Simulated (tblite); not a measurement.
Record of a relaxation.

Species: C8H7FOS.
Bonds: C1–S2, S2–C3, C3–C4 (aromatic), C4–C5 (aromatic), C5–C6 (aromatic), C6–C7 (aromatic), C7–C8 (aromatic), C8–C9, C9–O10 (double), C9–F11, C3–C8 (aromatic). Hydrogens: H12, H13, H14 on C1; H15 on C4; H16 on C5; H17 on C6; H18 on C7.

Computed with GFN2-xTB (tblite), gas phase: L-BFGS steps from a force-field or distance-geometry start until the largest atomic force falls under 0.01 eV/Å. 11 of its 133 geometries are shown.

Step 0: E = -889.6421 eV, largest atomic force 5.376 eV/Å
```
atom  x, y, z in Å  |  force x, y, z in eV/Å
C1      2.848   -0.663    0.824    0.286   0.048   1.665
S2      1.797   -0.921   -0.632    0.732  -1.242  -0.582
C3      0.105   -0.474   -0.345    0.146  -0.246   0.804
C4     -0.759   -1.444    0.126    0.246  -0.840   0.274
C5     -2.092   -1.157    0.373    0.506   0.065  -0.286
C6     -2.546    0.123    0.105   -0.947   0.152   0.257
C7     -1.713    1.126   -0.378   -0.883  -0.909   0.435
C8     -0.384    0.800   -0.590    0.096   1.473  -0.438
C9      0.515    1.826   -1.102    4.969  -1.170  -0.787
O10     1.737    1.578   -1.319   -4.783   2.388   0.563
F11    -0.001    3.073   -1.340    0.399  -1.013   0.152
H12     3.908   -0.872    0.555   -0.918   0.311  -0.297
H13     2.631   -1.397    1.662   -0.172   0.807  -0.952
H14     2.762    0.379    1.215    0.044  -0.809  -0.410
H15    -0.360   -2.446    0.328   -0.190   0.504  -0.133
H16    -2.734   -1.938    0.754   -0.082   0.181  -0.022
H17    -3.604    0.308    0.311    0.381   0.216  -0.164
H18    -2.120    2.106   -0.560    0.172   0.083  -0.076
```

Step 13: E = -890.3251 eV, largest atomic force 0.166 eV/Å
```
atom  x, y, z in Å  |  force x, y, z in eV/Å
C1      2.781   -0.666    0.820   -0.039   0.000  -0.044
S2      1.810   -1.067   -0.668    0.000   0.023  -0.069
C3      0.157   -0.501   -0.268    0.114  -0.093  -0.028
C4     -0.732   -1.462    0.187    0.077  -0.063  -0.014
C5     -2.066   -1.162    0.394    0.043   0.002  -0.053
C6     -2.517    0.117    0.124   -0.096   0.027   0.033
C7     -1.649    1.082   -0.342   -0.018   0.009   0.013
C8     -0.298    0.795   -0.541    0.043  -0.050  -0.033
C9      0.588    1.831   -1.078   -0.021  -0.019  -0.014
O10     1.744    1.818   -1.324    0.089  -0.045   0.085
F11    -0.106    2.992   -1.320    0.017   0.046  -0.020
H12     3.807   -0.840    0.512    0.047   0.028   0.064
H13     2.516   -1.338    1.630   -0.062   0.009   0.010
H14     2.649    0.370    1.109   -0.054   0.043  -0.082
H15    -0.366   -2.462    0.351    0.039  -0.057   0.036
H16    -2.747   -1.931    0.724   -0.003   0.027   0.052
H17    -3.554    0.366    0.264   -0.164   0.020   0.016
H18    -2.024    2.062   -0.585   -0.010   0.093   0.046
```

Step 26: E = -890.3718 eV, largest atomic force 0.149 eV/Å
```
atom  x, y, z in Å  |  force x, y, z in eV/Å
C1      2.702   -0.620    0.761   -0.005   0.006   0.014
S2      1.817   -1.109   -0.754    0.063   0.055   0.034
C3      0.173   -0.546   -0.336   -0.134  -0.017   0.021
C4     -0.712   -1.487    0.167   -0.092  -0.050   0.027
C5     -2.041   -1.172    0.398   -0.019   0.073  -0.009
C6     -2.499    0.109    0.128   -0.017   0.036   0.007
C7     -1.622    1.074   -0.329    0.018  -0.014   0.061
C8     -0.279    0.762   -0.569   -0.058  -0.016   0.025
C9      0.632    1.805   -1.042    0.032   0.005   0.023
O10     1.810    1.806   -1.152   -0.065   0.026   0.020
F11    -0.056    2.951   -1.362    0.096   0.001  -0.049
H12     3.758   -0.794    0.579   -0.049  -0.014  -0.055
H13     2.358   -1.248    1.579   -0.005   0.061   0.042
H14     2.533    0.432    0.965   -0.012  -0.015  -0.032
H15    -0.355   -2.480    0.381    0.070  -0.079  -0.072
H16    -2.721   -1.922    0.786    0.104   0.070  -0.058
H17    -3.540    0.355    0.277    0.045   0.015   0.035
H18    -1.968    2.088   -0.490    0.028  -0.143  -0.032
```

Step 40: E = -890.3965 eV, largest atomic force 0.063 eV/Å
```
atom  x, y, z in Å  |  force x, y, z in eV/Å
C1      2.668   -0.565    0.748    0.030  -0.002   0.053
S2      1.813   -1.129   -0.751   -0.035   0.020   0.009
C3      0.162   -0.573   -0.351    0.027  -0.011  -0.046
C4     -0.732   -1.523    0.114    0.017  -0.011  -0.046
C5     -2.040   -1.177    0.400    0.015  -0.040   0.001
C6     -2.481    0.118    0.182   -0.012  -0.035  -0.024
C7     -1.609    1.070   -0.306    0.020  -0.024   0.018
C8     -0.272    0.745   -0.554    0.029   0.003   0.001
C9      0.661    1.777   -1.007   -0.001   0.013  -0.042
O10     1.845    1.785   -1.021   -0.042   0.020  -0.006
F11    -0.001    2.894   -1.448    0.006   0.012  -0.013
H12     3.719   -0.786    0.602    0.025   0.008  -0.029
H13     2.287   -1.121    1.599   -0.023   0.015   0.049
H14     2.523    0.502    0.874    0.031   0.004  -0.018
H15    -0.380   -2.535    0.242   -0.042  -0.013   0.027
H16    -2.714   -1.926    0.785   -0.056  -0.014   0.007
H17    -3.509    0.374    0.384   -0.009   0.052  -0.002
H18    -1.952    2.075   -0.501    0.019   0.002   0.060
```

Step 53: E = -890.4080 eV, largest atomic force 0.073 eV/Å
```
atom  x, y, z in Å  |  force x, y, z in eV/Å
C1      2.682   -0.529    0.763   -0.006  -0.009  -0.017
S2      1.815   -1.157   -0.711    0.044  -0.005   0.035
C3      0.156   -0.601   -0.367    0.002  -0.002   0.032
C4     -0.759   -1.551    0.062   -0.012   0.000   0.014
C5     -2.061   -1.193    0.366   -0.021  -0.003  -0.021
C6     -2.477    0.120    0.198    0.007  -0.001   0.022
C7     -1.589    1.064   -0.275   -0.010   0.009   0.025
C8     -0.262    0.724   -0.553   -0.010   0.006   0.022
C9      0.658    1.762   -1.018   -0.038   0.025   0.057
O10     1.841    1.804   -1.004    0.041  -0.036  -0.044
F11    -0.024    2.847   -1.504    0.015   0.028  -0.035
H12     3.722   -0.805    0.624    0.002   0.019  -0.004
H13     2.285   -1.013    1.651   -0.039   0.004  -0.020
H14     2.585    0.550    0.822    0.017  -0.011  -0.034
H15    -0.431   -2.573    0.172    0.007   0.011   0.010
H16    -2.749   -1.936    0.740   -0.009  -0.010  -0.027
H17    -3.490    0.409    0.436    0.012  -0.029  -0.016
H18    -1.911    2.085   -0.415   -0.001   0.004   0.001
```

Step 66: E = -890.4170 eV, largest atomic force 0.046 eV/Å
```
atom  x, y, z in Å  |  force x, y, z in eV/Å
C1      2.698   -0.491    0.762    0.004   0.006   0.007
S2      1.808   -1.182   -0.665   -0.012  -0.013  -0.018
C3      0.154   -0.607   -0.334    0.012  -0.001  -0.004
C4     -0.778   -1.562    0.046    0.005  -0.001  -0.007
C5     -2.086   -1.207    0.321    0.004  -0.007  -0.010
C6     -2.480    0.118    0.215    0.007   0.012   0.006
C7     -1.576    1.072   -0.204    0.010  -0.002  -0.022
C8     -0.254    0.726   -0.499    0.014  -0.006   0.013
C9      0.663    1.741   -1.018   -0.003  -0.011  -0.008
O10     1.847    1.763   -1.059   -0.036  -0.016  -0.001
F11    -0.023    2.806   -1.546    0.011   0.004   0.045
H12     3.724   -0.830    0.659    0.001   0.003  -0.009
H13     2.264   -0.886    1.676   -0.018   0.011   0.013
H14     2.658    0.592    0.735    0.018   0.021  -0.006
H15    -0.456   -2.588    0.132   -0.004  -0.010   0.003
H16    -2.794   -1.963    0.623   -0.004   0.002   0.014
H17    -3.494    0.404    0.450   -0.008   0.007  -0.009
H18    -1.884    2.102   -0.307   -0.001  -0.001  -0.007
```

Step 79: E = -890.4294 eV, largest atomic force 0.323 eV/Å
```
atom  x, y, z in Å  |  force x, y, z in eV/Å
C1      2.720   -0.373    0.729   -0.032   0.000   0.030
S2      1.797   -1.240   -0.583    0.043  -0.039   0.079
C3      0.143   -0.664   -0.313   -0.034  -0.022   0.042
C4     -0.824   -1.611    0.011   -0.030   0.002  -0.028
C5     -2.130   -1.237    0.266   -0.006   0.053   0.012
C6     -2.494    0.104    0.205    0.049  -0.001   0.025
C7     -1.553    1.048   -0.151   -0.056   0.024  -0.012
C8     -0.233    0.683   -0.438   -0.020   0.004  -0.028
C9      0.689    1.678   -0.974    0.185   0.001  -0.112
O10     1.851    1.605   -1.220   -0.309   0.060   0.074
F11     0.041    2.851   -1.278    0.076  -0.022   0.042
H12     3.687   -0.869    0.757   -0.075   0.089   0.024
H13     2.193   -0.516    1.671    0.077   0.021  -0.079
H14     2.839    0.686    0.500    0.005  -0.208  -0.025
H15    -0.538   -2.651    0.067    0.048   0.034   0.006
H16    -2.866   -1.982    0.535    0.071   0.028  -0.043
H17    -3.509    0.405    0.427    0.086  -0.013  -0.018
H18    -1.821    2.091   -0.223   -0.078  -0.011   0.011
```

Step 92: E = -890.4485 eV, largest atomic force 0.073 eV/Å
```
atom  x, y, z in Å  |  force x, y, z in eV/Å
C1      2.732   -0.327    0.702    0.009  -0.003  -0.011
S2      1.773   -1.331   -0.474    0.031   0.041   0.011
C3      0.134   -0.689   -0.304   -0.013  -0.022   0.068
C4     -0.846   -1.631   -0.002   -0.040  -0.012  -0.055
C5     -2.151   -1.251    0.235   -0.011   0.008   0.043
C6     -2.502    0.092    0.187    0.001   0.005   0.006
C7     -1.556    1.033   -0.157    0.000   0.000  -0.031
C8     -0.233    0.663   -0.434    0.007  -0.033   0.026
C9      0.700    1.659   -0.943    0.042  -0.041  -0.005
O10     1.808    1.536   -1.350   -0.016   0.010   0.029
F11     0.145    2.913   -0.973   -0.023   0.034  -0.005
H12     3.657   -0.874    0.856   -0.028   0.025  -0.013
H13     2.184   -0.251    1.638   -0.003   0.000  -0.051
H14     2.940    0.653    0.283    0.034  -0.021  -0.002
H15    -0.556   -2.669    0.054    0.007   0.011   0.024
H16    -2.889   -1.995    0.492   -0.008  -0.011  -0.025
H17    -3.511    0.402    0.409   -0.008  -0.012  -0.013
H18    -1.837    2.072   -0.231    0.017   0.023   0.003
```

Step 106: E = -890.4649 eV, largest atomic force 0.187 eV/Å
```
atom  x, y, z in Å  |  force x, y, z in eV/Å
C1      2.772   -0.217    0.600    0.013   0.082   0.128
S2      1.748   -1.415   -0.302   -0.017   0.046  -0.011
C3      0.119   -0.751   -0.225    0.000   0.019   0.004
C4     -0.897   -1.681   -0.002   -0.003   0.015  -0.029
C5     -2.204   -1.278    0.172   -0.008   0.007  -0.029
C6     -2.521    0.076    0.166   -0.017  -0.001  -0.016
C7     -1.542    1.005   -0.104   -0.010  -0.004   0.005
C8     -0.216    0.611   -0.346   -0.022   0.013   0.020
C9      0.726    1.604   -0.840    0.123   0.030  -0.040
O10     1.765    1.467   -1.403   -0.170   0.032   0.071
F11     0.268    2.890   -0.650    0.031  -0.116  -0.017
H12     3.574   -0.798    1.050   -0.067   0.050  -0.039
H13     2.162    0.249    1.376    0.118  -0.066  -0.119
H14     3.180    0.536   -0.073   -0.044  -0.113   0.049
H15    -0.634   -2.727    0.048    0.022   0.013  -0.006
H16    -2.981   -2.012    0.326    0.038  -0.005   0.052
H17    -3.535    0.393    0.355    0.009   0.026  -0.031
H18    -1.791    2.054   -0.160    0.003  -0.031   0.008
```

Step 119: E = -890.4697 eV, largest atomic force 0.013 eV/Å
```
atom  x, y, z in Å  |  force x, y, z in eV/Å
C1      2.784   -0.211    0.585    0.009  -0.003  -0.002
S2      1.740   -1.418   -0.283   -0.006  -0.002  -0.001
C3      0.114   -0.750   -0.213   -0.004   0.002   0.004
C4     -0.902   -1.681    0.004    0.000  -0.001   0.001
C5     -2.211   -1.280    0.169    0.002  -0.005  -0.006
C6     -2.534    0.072    0.142    0.000  -0.003   0.013
C7     -1.551    1.002   -0.113   -0.003  -0.001   0.001
C8     -0.222    0.611   -0.331   -0.001   0.000  -0.004
C9      0.726    1.604   -0.813    0.002  -0.007   0.006
O10     1.745    1.468   -1.408    0.007   0.002   0.005
F11     0.295    2.886   -0.569   -0.007   0.011  -0.002
H12     3.561   -0.794    1.073    0.005  -0.006  -0.005
H13     2.186    0.311    1.325   -0.001   0.003   0.003
H14     3.223    0.488   -0.120    0.004   0.004  -0.004
H15    -0.633   -2.724    0.061   -0.003   0.000   0.004
H16    -2.979   -2.018    0.344    0.001   0.006   0.001
H17    -3.550    0.393    0.308   -0.004  -0.003  -0.010
H18    -1.801    2.050   -0.173   -0.003   0.003  -0.005
```

Step 132: E = -890.4704 eV, largest atomic force 0.010 eV/Å
```
atom  x, y, z in Å  |  force x, y, z in eV/Å
C1      2.797   -0.225    0.585   -0.002   0.000  -0.001
S2      1.738   -1.413   -0.292   -0.004   0.006   0.006
C3      0.113   -0.741   -0.207   -0.003   0.002  -0.001
C4     -0.900   -1.674    0.016   -0.005  -0.001  -0.002
C5     -2.210   -1.278    0.175   -0.004   0.002  -0.002
C6     -2.540    0.072    0.134    0.002   0.001   0.002
C7     -1.560    1.004   -0.121    0.002   0.003  -0.001
C8     -0.227    0.618   -0.330   -0.004   0.000  -0.004
C9      0.721    1.613   -0.808   -0.005   0.005  -0.002
O10     1.753    1.479   -1.380    0.001   0.000   0.004
F11     0.271    2.894   -0.594    0.003  -0.002   0.002
H12     3.578   -0.821    1.048    0.008  -0.002   0.000
H13     2.211    0.282    1.344    0.000   0.000  -0.002
H14     3.228    0.488   -0.112   -0.003  -0.002  -0.001
H15    -0.628   -2.716    0.079    0.003   0.000   0.005
H16    -2.977   -2.016    0.355    0.001  -0.009  -0.003
H17    -3.560    0.389    0.287    0.004   0.001   0.003
H18    -1.815    2.051   -0.189    0.007  -0.002  -0.003
```

**Question.** Summarise the path.

**Answer.** The energy falls by 19.10 kcal/mol from step 0 to step 132; nine tenths of that is first reached at step 35. It rises by more than 0.2 meV at step 85. The largest force goes from 5.376 to 0.010 eV/Å. Among the bonds C9=O10 changes most, from 1.266 to 1.188 Å; the atoms move by 0.668 Å rms after alignment.

**Question.** Follow the three bonds and two angles with the largest change from start to end.

**Answer.** 
| step | E above end (kcal/mol) | largest force (eV/Å) | C9=O10 (Å) | C1–H13 (Å) | C1–H14 (Å) | C8–C9–O10 (°) | C1–S2–C3 (°) |
| --- | --- | --- | --- | --- | --- | --- | --- |
| 0 | 19.10 | 5.376 | 1.266 | 1.134 | 1.117 | 121.2 | 112.8 |
| 6 | 5.18 | 0.360 | 1.182 | 1.087 | 1.086 | 130.9 | 107.2 |
| 11 | 3.66 | 0.215 | 1.181 | 1.084 | 1.083 | 130.4 | 104.9 |
| 17 | 3.04 | 0.153 | 1.182 | 1.088 | 1.085 | 131.0 | 102.6 |
| 23 | 2.50 | 0.134 | 1.182 | 1.087 | 1.084 | 131.2 | 100.5 |
| 29 | 2.10 | 0.117 | 1.183 | 1.086 | 1.085 | 130.3 | 99.1 |
| 34 | 1.92 | 0.127 | 1.184 | 1.088 | 1.085 | 130.1 | 98.9 |
| 40 | 1.70 | 0.063 | 1.184 | 1.086 | 1.084 | 130.2 | 98.8 |
| 46 | 1.57 | 0.070 | 1.184 | 1.087 | 1.084 | 130.0 | 99.6 |
| 52 | 1.45 | 0.071 | 1.184 | 1.086 | 1.084 | 130.6 | 100.2 |
| 57 | 1.36 | 0.104 | 1.184 | 1.087 | 1.085 | 130.6 | 100.7 |
| 63 | 1.25 | 0.051 | 1.184 | 1.086 | 1.084 | 130.4 | 100.5 |
| 69 | 1.21 | 0.059 | 1.185 | 1.086 | 1.084 | 130.6 | 100.7 |
| 75 | 1.09 | 0.100 | 1.186 | 1.087 | 1.086 | 130.4 | 101.0 |
| 80 | 0.92 | 0.258 | 1.184 | 1.079 | 1.081 | 130.9 | 102.3 |
| 86 | 0.66 | 0.178 | 1.185 | 1.081 | 1.080 | 130.7 | 102.2 |
| 92 | 0.50 | 0.073 | 1.188 | 1.087 | 1.085 | 130.3 | 103.0 |
| 98 | 0.35 | 0.121 | 1.188 | 1.088 | 1.087 | 130.2 | 103.6 |
| 103 | 0.20 | 0.199 | 1.189 | 1.091 | 1.092 | 130.3 | 104.3 |
| 109 | 0.07 | 0.150 | 1.189 | 1.090 | 1.089 | 130.3 | 105.0 |
| 115 | 0.02 | 0.026 | 1.187 | 1.085 | 1.086 | 130.3 | 105.2 |
| 121 | 0.01 | 0.012 | 1.187 | 1.085 | 1.086 | 130.3 | 105.1 |
| 126 | 0.01 | 0.023 | 1.187 | 1.086 | 1.086 | 130.3 | 105.3 |
| 132 | 0.00 | 0.010 | 1.188 | 1.085 | 1.086 | 130.3 | 105.4 |

Run on one thread of an x86-64 server, no GPU, shared host.
